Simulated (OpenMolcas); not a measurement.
## Ti2+: ligand-field states by method

Ti2+ with its 6 nearest fluoride ions at 2.12 Å, on the Zn site of KZnF3 (a = 4.054 Å, distance in the model lattice 2.027 Å). The rest of the host is ab initio model potentials to 7.6 Å, with orthogonalisation functions on the cations behind the ligands, and point charges beyond; the distance is set by hand and nothing relaxes. Ligand basis ANO-RCC-VDZP.
```
Ti    0.0000    0.0000    0.0000
F     2.1200    0.0000    0.0000
F     0.0000    2.1200    0.0000
F    -2.1200    0.0000    0.0000
F     0.0000   -2.1200    0.0000
F     0.0000    0.0000    2.1200
F     0.0000    0.0000   -2.1200
```

```json
{
  "Program": "OpenMolcas",
  "Basis": "ANO-RCC-VTZP [6s5p3d2f1g]",
  "Scalar Hamiltonian": "DKH2, point nucleus",
  "Active space": "2 electrons in 5 orbitals (3d)",
  "State averaging": "2S+1 = 3 even, 10 roots; 2S+1 = 1 even, 15 roots",
  "Spin-orbit coupling": "state interaction with AMFI integrals over the reference wave functions"
}
```

I. CASSCF
II. SS-CASPT2, IPEA 0.25 Eh, imaginary shift 0.1 Eh (closed shells correlated: 3s 3p and the ligand valence shells)

Spin-free states (labels of O, the rotations of Oh) in cm-1, each column counted from its own energy of the first state listed:

```
State  Degeneracy      I     II
  3T1           3      0      0
  3T2           3  11210  12310
  1T2           3  12023   9190
   1E           2  12222   9720
  3T1           3  23075  21430
  3A2           1  24105  25850
  1A1           1  24217  19390
  1T2           3  25528  23470
  1T1           3  28174  26180
   1E           2  38679  37290
  1A1           1  57540  50860
```

From I to II, I's first state of the same spin (3T2) moves from 11210 to 12310 cm-1, by about +1100 cm-1.

From I to II, I's first state of another spin (1T2) moves from 12023 to 9190 cm-1, by about -2800 cm-1.

I: A least-squares ligand-field fit to the states below 45000 cm-1, each weighted by its degeneracy and with a free common offset, gives 10Dq = 13047 cm-1, B = 867 cm-1 and C = 3237 cm-1 (C/B = 3.74), with an rms deviation of 213 cm-1. The same method and metal basis give the free ion B = 891 cm-1 (fit to its terms below 60000 cm-1, rms deviation 68 cm-1), so the nephelauxetic ratio is β = 867 / 891 = 0.97; it hangs on how both fits weigh the states, and computed free-ion B values tend to be too large, so β mixes covalency with correlation.

II: A least-squares ligand-field fit to the states below 45000 cm-1, each weighted by its degeneracy and with a free common offset, gives 10Dq = 13920 cm-1, B = 691 cm-1 and C = 2521 cm-1 (C/B = 3.65), with an rms deviation of 279 cm-1. The same method and metal basis give the free ion B = 791 cm-1 (fit to its terms below 60000 cm-1, rms deviation 557 cm-1), so the nephelauxetic ratio is β = 691 / 791 = 0.87; it hangs on how both fits weigh the states, and computed free-ion B values tend to be too large, so β mixes covalency with correlation.

From I to II, 10Dq changes by +7 %, B by -20 % and C by -22 %.

χT at 300 K: I 1.09, II 1.09 cm3 K/mol.

Roots that are degenerate in the reference are averaged as groups; the widest CASPT2 spread within a group is 25 cm-1 (the 3-fold group of multiplicity 3 near 12300 cm-1 above the lowest state of its run, II). Shifts and gaps below about the spread of the groups concerned are not significant. Over all roots computed the reference weight is 0.74 to 0.75 in II; a low but even weight reflects the number of correlated electrons. An orbital triplet at a regular site is open to Jahn-Teller coupling, which can distort the site and quench the lowest spin-orbit gaps and is left out. Ligand-to-metal charge-transfer states are missing. With no ligand orbital active B as a rule stays too high, so bands that hang on it stand too high and its fall with covalency is understated. Without dynamic correlation the repulsion within the d shell is too large (B by tens of per cent), so at a given field states of lower spin stand too high (holds for I). With metal d orbitals alone and no dynamic correlation 10Dq can be off by a tenth to a fifth, either way, in oxide and fluoride hosts (holds for I). With one d shell and no ligand orbital active, 10Dq can be off by tens of per cent for divalent 3d ions, low with halides held by bare charges and at times high in hosts (holds for II). Free-ion shares, where given, are those of the reference states; single-state CASPT2 does not remix them (holds for II). No measured value stands beside these numbers; the geometry was set by hand and not optimised.
